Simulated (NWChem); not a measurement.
All runs are NWChem calculations. System: ethylene glycol (C₂H₆O₂), charge 0, spin multiplicity 1, at a geometry optimised with PBE0/def2-SVP. Level: TD-PBE/def2-SVP.

Input file:

```
start mol
memory heap 200 mb stack 900 mb global 1100 mb
geometry units angstroms nocenter noautoz noautosym
  O      1.339370    -0.514022     0.016750
  C      0.621185     0.671966    -0.236966
  C     -0.818005     0.259083    -0.452579
  O     -1.308449    -0.434965     0.655627
  H      2.202084    -0.289564     0.375832
  H      0.670931     1.363469     0.626250
  H      1.003716     1.207946    -1.128210
  H     -1.443778     1.152775    -0.606903
  H     -0.876511    -0.347881    -1.380225
  H     -0.622885    -1.081138     0.871511
end
basis spherical
  * library def2-svp
end
dft
  xc xpbe96 cpbe96
  semidirect memsize 60000000 filesize 0
  iterations 100
end
tddft
  rpa
  nroots 5
  notriplet
  thresh 1e-4
end
task tddft energy
```

Output (cleaned and shortened):

```
             Northwest Computational Chemistry Package (NWChem) 7.3.0
             --------------------------------------------------------

                                NWChem Input Module
                                -------------------

 Scaling coordinates for geometry "geometry" by  1.889725989
 (inverse scale =  0.529177249)

                             Geometry "geometry" -> ""
                             -------------------------

 Output coordinates in angstroms (scale by  1.889725989 to convert to a.u.)

  No.       Tag          Charge          X              Y              Z
 ---- ---------------- ---------- -------------- -------------- --------------
    1 O                    8.0000     1.33937000    -0.51402200     0.01675000
    2 C                    6.0000     0.62118500     0.67196600    -0.23696600
    3 C                    6.0000    -0.81800500     0.25908300    -0.45257900
    4 O                    8.0000    -1.30844900    -0.43496500     0.65562700
    5 H                    1.0000     2.20208400    -0.28956400     0.37583200
    6 H                    1.0000     0.67093100     1.36346900     0.62625000
    7 H                    1.0000     1.00371600     1.20794600    -1.12821000
    8 H                    1.0000    -1.44377800     1.15277500    -0.60690300
    9 H                    1.0000    -0.87651100    -0.34788100    -1.38022500
   10 H                    1.0000    -0.62288500    -1.08113800     0.87151100

 Effective nuclear repulsion energy (a.u.)     134.5607730431

            Nuclear Dipole moment (a.u.)
            ----------------------------
        X                 Y               Z
 ---------------- ---------------- ----------------
     0.0000094486     0.0000094486     0.0000018897


 Summary of "ao basis" -> "" (spherical)
 ------------------------------------------------------------------------------
       Tag                 Description            Shells   Functions and Types
 ---------------- ------------------------------  ------  ---------------------
 *                          def2-svp                  on all atoms

  pbe96 is a nonlocal functional; adding pw91lda local functional.

                                 NWChem DFT Module
                                 -----------------

 Summary of "ao basis" -> "ao basis" (spherical)
 ------------------------------------------------------------------------------
       Tag                 Description            Shells   Functions and Types
 ---------------- ------------------------------  ------  ---------------------
 O                          def2-svp                 6       14   3s2p1d
 C                          def2-svp                 6       14   3s2p1d
 H                          def2-svp                 3        5   2s1p

 Summary of "ao basis" -> "ao basis" (spherical)
 ------------------------------------------------------------------------------
       Tag                 Description            Shells   Functions and Types
 ---------------- ------------------------------  ------  ---------------------
 O                          def2-svp                 6       14   3s2p1d
 C                          def2-svp                 6       14   3s2p1d
 H                          def2-svp                 3        5   2s1p

            General Information
            -------------------
          SCF calculation type: DFT
          Wavefunction type:  closed shell.
          No. of atoms     :    10
          No. of electrons :    34
           Alpha electrons :    17
            Beta electrons :    17
          Charge           :     0
          Spin multiplicity:     1
          Use of symmetry is: off; symmetry adaption is: off
          Maximum number of iterations: 100
          AO basis - number of functions:    86
                     number of shells:    42
          Convergence on energy requested:  1.00D-06
          Convergence on density requested:  1.00D-05
          Convergence on gradient requested:  5.00D-04

              XC Information
              --------------
          PerdewBurkeErnzerhof Exchange Functional  1.000
            Perdew 1991 LDA Correlation Functional  1.000 local
           PerdewBurkeErnz. Correlation Functional  1.000 non-local

             Grid Information
             ----------------
          Grid used for XC integration:  medium
          Radial quadrature: Mura-Knowles
          Angular quadrature: Lebedev.
          Tag              B.-S. Rad. Rad. Pts. Rad. Cut. Ang. Pts.
          ---              ---------- --------- --------- ---------
          O                   0.60       49          10.0       434
          C                   0.70       49          10.0       434
          H                   0.35       45          11.0       434
          Grid pruning is: on
          Number of quadrature shells:   466
          Spatial weights used:  Erf1

          Convergence Information
          -----------------------
          Convergence aids based upon iterative change in
          total energy or number of iterations.
          Levelshifting, if invoked, occurs when the
          HOMO/LUMO gap drops below (HL_TOL):  1.00D-02
          DIIS, if invoked, will attempt to extrapolate
          using up to (NFOCK): 10 stored Fock matrices.

                    Damping( 0%)  Levelshifting(0.5)       DIIS
                  --------------- ------------------- ---------------
          dE  on:    start            ASAP                start
          dE off:    2 iters        100 iters           100 iters

      Screening Tolerance Information
[...]
 --------------
 x =  -0.02821941 y =  -0.06046807 z =   0.03742510

 moments of inertia (a.u.)
 ------------------
         122.648110761193          -4.775446361925          32.126906137306
          -4.775446361925         332.859365610157          34.892860735649
          32.126906137306          34.892860735649         349.344516834513

     Multipole analysis of the density
     ---------------------------------

     L   x y z        total         alpha         beta         nuclear
     -   - - -        -----         -----         ----         -------
     0   0 0 0     -0.000000    -17.000000    -17.000000     34.000000

     1   1 0 0      0.895965      0.447978      0.447978      0.000009
     1   0 1 0      0.362676      0.181333      0.181333      0.000009
     1   0 0 1     -0.068782     -0.034392     -0.034392      0.000002

     2   2 0 0    -17.769803    -87.314660    -87.314660    156.859516
     2   1 1 0      0.098523     -1.882317     -1.882317      3.863156
     2   1 0 1      2.319482      7.742536      7.742536    -13.165590
     2   0 2 0    -17.899096    -31.733078    -31.733078     45.567061
     2   0 1 1     -0.845863      9.912930      9.912930    -20.671723
     2   0 0 2    -18.511173    -26.836084    -26.836084     35.160995

                                NWChem TDDFT Module
                                -------------------

            General Information
            -------------------
           No. of orbitals :     172
            Alpha orbitals :      86
             Beta orbitals :      86
        Alpha frozen cores :       0
         Beta frozen cores :       0
     Alpha frozen virtuals :       0
      Beta frozen virtuals :       0
         Spin multiplicity :       1
    Number of AO functions :      86
        Use of symmetry is : off
      Symmetry adaption is : off
         Schwarz screening :  0.10D-07

              XC Information
              --------------
   PerdewBurkeErnzerhof Exchange Functional   1.00
     Perdew 1991 LDA Correlation Functional   1.00 local
    PerdewBurkeErnz. Correlation Functional   1.00 non-local

             TDDFT Information
             -----------------
          Calculation type : TDDFT
         Wavefunction type : Restricted singlets
          No. of electrons :      34
           Alpha electrons :      17
            Beta electrons :      17
              No. of roots :       5
          Max subspacesize :    5000
            Max iterations :     100
               Target root :       1
           Target symmetry : none
      Symmetry restriction : off
                 Algorithm : Optimal
        Davidson threshold :  0.10D-03

            Memory Information
            ------------------
          Available GA space size is         144171804 doubles
          Available MA space size is          50641684 doubles
          Length of a trial vector is         1173
          Algorithm : Incore multiple tensor contraction
          Estimated peak GA usage is          23797154 doubles
          Estimated peak MA usage is             18000 doubles

    5 smallest eigenvalue differences (eV)
--------------------------------------------------------
  No. Spin  Occ  Vir  Irrep   E(Occ)    E(Vir)   E(Diff)
--------------------------------------------------------
    1    1   17   18 a        -0.207     0.020     6.177
    2    1   16   18 a        -0.231     0.020     6.811
    3    1   17   19 a        -0.207     0.063     7.364
    4    1   17   20 a        -0.207     0.077     7.746
    5    1   15   18 a        -0.272     0.020     7.922
--------------------------------------------------------

  Entering Davidson iterations
  Restricted singlet excited states

  Iter   NTrls   NConv    DeltaV     DeltaE      Time
  ----  ------  ------  ---------  ---------  ---------
    1      5       0     0.13E+00   0.10+100        1.7
    2     10       0     0.88E-01   0.32E-02        1.7
    3     20       0     0.30E-01   0.21E-02        2.8
    4     30       0     0.10E-01   0.24E-03        2.8
    5     40       0     0.50E-02   0.40E-04        2.8
    6     50       0     0.22E-02   0.99E-05        2.8
    7     60       1     0.11E-02   0.17E-05        2.8
    8     68       2     0.55E-03   0.38E-06        2.3
    9     74       3     0.25E-03   0.74E-07        1.9
   10     78       4     0.11E-03   0.13E-07        1.5
   11     80       5     0.76E-04   0.21E-08        1.1
  ----  ------  ------  ---------  ---------  ---------
  Convergence criterion met

  Ground state a        -229.806825475931 a.u.

  ----------------------------------------------------------------------------
  Root   1 singlet a              0.229528681 a.u.                6.2458 eV
  ----------------------------------------------------------------------------
     Transition Moments    X -0.21378   Y -0.13446   Z -0.03235
     Transition Moments   XX  0.39066  XY -0.26538  XZ  0.16158
     Transition Moments   YY -0.19356  YZ -0.17610  ZZ -0.43381
     Dipole Oscillator Strength                    0.0099202376
     Electric Quadrupole                           0.0000000198
     Magnetic Dipole                               0.0000001447
     Total Oscillator Strength                     0.0099204020

          sigma_e =   2.0190 Angstrom
          sigma_h =   1.2594 Angstrom
         |d_h->e| =   2.7907 Angstrom
            d_exc =   3.6703 Angstrom
            d_CD1 =   3.5504 Angstrom
            d_CD2 =   1.1515 Angstrom
            d_CD3 =   6.4611 Angstrom
     Pearson C.C. =  -0.0040

     Occ.   17  a   ---  Virt.   18  a    0.99860 X
  ----------------------------------------------------------------------------
  Root   2 singlet a              0.256055365 a.u.                6.9676 eV
  ----------------------------------------------------------------------------
     Transition Moments    X  0.05142   Y  0.04564   Z  0.08699
     Transition Moments   XX  0.15362  XY -0.06322  XZ  0.02339
     Transition Moments   YY  0.10750  YZ  0.99958  ZZ -0.29234
     Dipole Oscillator Strength                    0.0020988427
     Electric Quadrupole                           0.0000000951
     Magnetic Dipole                               0.0000011190
     Total Oscillator Strength                     0.0021000568

          sigma_e =   2.1178 Angstrom
          sigma_h =   1.2381 Angstrom
         |d_h->e| =   0.6471 Angstrom
            d_exc =   2.5484 Angstrom
            d_CD1 =   1.5268 Angstrom
            d_CD2 =  -1.0308 Angstrom
            d_CD3 =   3.1955 Angstrom
     Pearson C.C. =  -0.0110

     Occ.   16  a   ---  Virt.   18  a    0.99763 X
     Occ.   16  a   ---  Virt.   19  a   -0.05225 X
  ----------------------------------------------------------------------------
  Root   3 singlet a              0.273947169 a.u.                7.4545 eV
  ----------------------------------------------------------------------------
     Transition Moments    X  0.09443   Y  0.01643   Z -0.27944
     Transition Moments   XX -0.22943  XY  0.43519  XZ  0.17320
     Transition Moments   YY  0.05858  YZ  0.34563  ZZ  1.27443
     Dipole Oscillator Strength                    0.0159388126
     Electric Quadrupole                           0.0000001068
     Magnetic Dipole                               0.0000002197
     Total Oscillator Strength                     0.0159391392

          sigma_e =   2.3117 Angstrom
          sigma_h =   1.2365 Angstrom
         |d_h->e| =   2.0493 Angstrom
            d_exc =   3.3304 Angstrom
            d_CD1 =   3.1245 Angstrom
            d_CD2 =   0.2752 Angstrom
            d_CD3 =   5.3798 Angstrom
     Pearson C.C. =  -0.0034

     Occ.   15  a   ---  Virt.   18  a    0.05068 X
     Occ.   17  a   ---  Virt.   19  a    0.99291 X
     Occ.   17  a   ---  Virt.   21  a   -0.06357 X
     Occ.   17  a   ---  Virt.   23  a    0.05477 X
  ----------------------------------------------------------------------------
  Root   4 singlet a              0.290452863 a.u.                7.9036 eV
  ----------------------------------------------------------------------------
     Transition Moments    X  0.08373   Y  0.15585   Z  0.27615
     Transition Moments   XX  0.38413  XY  0.35141  XZ -0.46630
     Transition Moments   YY  0.53642  YZ -0.32932  ZZ -1.21336
     Dipole Oscillator Strength                    0.0208269618
     Electric Quadrupole                           0.0000001812
     Magnetic Dipole                               0.0000008795
     Total Oscillator Strength                     0.0208280225

          sigma_e =   2.2587 Angstrom
          sigma_h =   1.2623 Angstrom
         |d_h->e| =   0.7416 Angstrom
            d_exc =   2.7035 Angstrom
            d_CD1 =   1.7380 Angstrom
            d_CD2 =  -1.0189 Angstrom
            d_CD3 =   3.4450 Angstrom
     Pearson C.C. =  -0.0111

     Occ.   15  a   ---  Virt.   18  a   -0.05573 X
     Occ.   17  a   ---  Virt.   20  a    0.99369 X
  ----------------------------------------------------------------------------
  Root   5 singlet a              0.293652359 a.u.                7.9907 eV
  ----------------------------------------------------------------------------
     Transition Moments    X -0.08641   Y  0.08172   Z -0.08822
     Transition Moments   XX -0.74701  XY -0.21184  XZ  0.10489
     Transition Moments   YY  0.58246  YZ -0.01445  ZZ  0.01759
     Dipole Oscillator Strength                    0.0042930005
     Electric Quadrupole                           0.0000000676
     Magnetic Dipole                               0.0000003973
     Total Oscillator Strength                     0.0042934655

          sigma_e =   2.0820 Angstrom
          sigma_h =   1.4685 Angstrom
         |d_h->e| =   2.5885 Angstrom
            d_exc =   3.6805 Angstrom
            d_CD1 =   3.2020 Angstrom
            d_CD2 =   0.8132 Angstrom
            d_CD3 =   6.2690 Angstrom
     Pearson C.C. =  -0.0580

     Occ.   15  a   ---  Virt.   18  a   -0.97835 X
     Occ.   16  a   ---  Virt.   19  a   -0.17848 X

              Target root =      1
          Target symmetry = none
      Ground state energy =   -229.806825475931
        Excitation energy =      0.229528680664
     Excited state energy =   -229.577296795266

  stored tddft:energy   -229.57729679526648

 Task  times  cpu:       27.7s     wall:       27.7s

 Total times  cpu:       27.7s     wall:       27.7s
```
